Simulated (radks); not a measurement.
Nb V, 37 electrons, occupied as [Kr] 4d1.

Method: Dirac Kohn-Sham, LDA (Slater exchange, Perdew-Wang correlation), spin-unpolarised, spherical densities, finite nucleus; open shells fill j = l - 1/2 first; Fermi nuclear charge, rms radius 4.324 fm; computed with a radial shooting solver on a logarithmic mesh with Libxc functionals.

Energy parts (eV):
| part | energy |
|---|---|
| total | -103755.485 |
| kinetic | 107373.885 |
| electron-nucleus | -248959.455 |
| Hartree | 40914.576 |
| exchange-correlation | -3084.491 |

Orbitals (lengths in bohr, moments of r in powers of bohr; r(max) is where P^2 peaks):
| orbital | occ. | eigenvalue (eV) | r(max) |
|---|---|---|---|
| 1s1/2 | 2 | -18819.54 | 0.02352 |
| 2s1/2 | 2 | -2673.389 | 0.1335 |
| 2p1/2 | 2 | -2459.083 | 0.1039 |
| 2p3/2 | 4 | -2363.477 | 0.1076 |
| 3s1/2 | 2 | -484.5028 | 0.3962 |
| 3p1/2 | 2 | -403.7771 | 0.3833 |
| 3p3/2 | 4 | -388.2541 | 0.3926 |
| 3d3/2 | 4 | -245.1673 | 0.3320 |
| 3d5/2 | 6 | -242.2716 | 0.3348 |
| 4s1/2 | 2 | -103.4466 | 1.023 |
| 4p1/2 | 2 | -80.4025 | 1.090 |
| 4p3/2 | 4 | -78.0889 | 1.114 |
| 4d3/2 | 1 | -43.7263 | 1.350 |
| 4d5/2 | 0 | -43.4541 | 1.359 |

The highest occupied level is 4d3/2 at -43.726 eV. The density falls to 0.001 e/bohr^3 at r = 2.99 bohr. For comparison, the ionisation energy in NIST's Atomic Spectra Database is 50.573 eV (measured). In exact Kohn-Sham theory the highest level is minus the ionisation energy, but local and semilocal functionals leave it too shallow, through self-interaction and a potential that decays too fast; potentials with the right tail come closer. Summed over all electrons, <r^2> = 20.87 bohr^2, which gives a Langevin (diamagnetic) susceptibility term of -16.5 x 10^-6 cm^3/mol. The electron density at the nucleus is 8.213e+04 e/bohr^3.

Beside tabulated values, note that spin-unpolarised runs miss the spin-polarisation part of the exchange energy of open shells.
